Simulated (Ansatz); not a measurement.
B(AsH3)H3 (BAsH₆) was relaxed with B3LYP-D4 (def2-TZVP) in Ansatz in these states: charge +1 doublet, neutral singlet. The geometries follow in no particular order.

A:

```xyz
8

B     0.130   -0.735   -0.717
As   -0.263    0.815    0.524
H     0.432    0.774    1.847
H    -1.722    0.933    0.839
H     0.105    2.132   -0.085
H     0.393   -1.828   -0.115
H     1.245   -1.312   -0.492
H    -0.319   -0.779   -1.801
```

B:

Cartesian coordinates in Å:
```
B 0.304 -0.759 -0.915
As -0.215 0.536 0.646
H 0.874 1.083 1.537
H -1.156 0.047 1.720
H -0.908 1.837 0.319
H 0.829 -1.665 -0.326
H 1.037 -0.074 -1.577
H -0.765 -1.004 -1.404
```

Problem. Judge from the bond lengths which geometry belongs to which state (an estimate).

Solution. A is the charge +1 doublet (B1–H6 1.276 Å, B1–H7 1.276 Å, B1–As2 2.024 Å); B is the neutral singlet (B1–H6 1.201 Å, B1–H7 1.201 Å, B1–As2 2.094 Å).
